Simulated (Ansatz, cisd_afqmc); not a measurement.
Species: BeF, charge 0, doublet. BeF (SMILES [F][Be], doublet).
B3LYP-D3(BJ)/def2-TZVP minimum from Ansatz (a quantum-chemistry and plane-wave program):
```xyz
2

Be     0.0000     0.0000    -0.9505
F      0.0000     0.0000     0.4225
```
Charge 0, spin multiplicity 2.

Total energies in def2-SVP, 9 correlated electrons, 2 frozen orbitals. Radicals and triplets start from unrestricted determinants; spin-orbit coupling is neglected. Correlated methods leave the cores frozen. No relativity. AFQMC is phaseless with a CISD trial state; ± is one standard error, without the phaseless bias. Outlying blocks are dropped, and bars are widened where a walk drifts. Over all cases where full CI ran beside it in this data, AFQMC minus full CI had a median of +0.1 mEh and passed +0.4 mEh in a tenth of the cases. Full CI freezes restricted core orbitals and the other rows unrestricted ones, which leaves a small offset even where coupled cluster is exact. The spin of BeF ([Be][F], doublet) was assumed, and the state is the lowest solution found for it.

The bar of a AFQMC/CISD walk is widened from 0.17 to 0.35 mEh, since its halves differ by 0.70 mEh.

```
method         program         energy (Eh)  error against FCI (mEh)
----------  ----------  ------------------  -----------------------
HF              Ansatz          -114.00714                   210.77
MP2             Ansatz          -114.21250                     5.42
CCSD            Ansatz          -114.21440                     3.51
CCSD(T)         Ansatz          -114.21725                     0.66
CCSDT(Q)        Ansatz          -114.21797                    -0.06
CCSDTQ          Ansatz          -114.21793                    -0.01
AFQMC/CISD  cisd_afqmc  -114.2180 ± 0.0004               -0.1 ± 0.4
FCI             Ansatz          -114.21792                     0.00
```

Rough core times of Ansatz's runs on a shared machine: CCSD(T) under 20 s, CCSDT(Q) under 20 s, CCSDTQ 4 min, FCI 7 min.
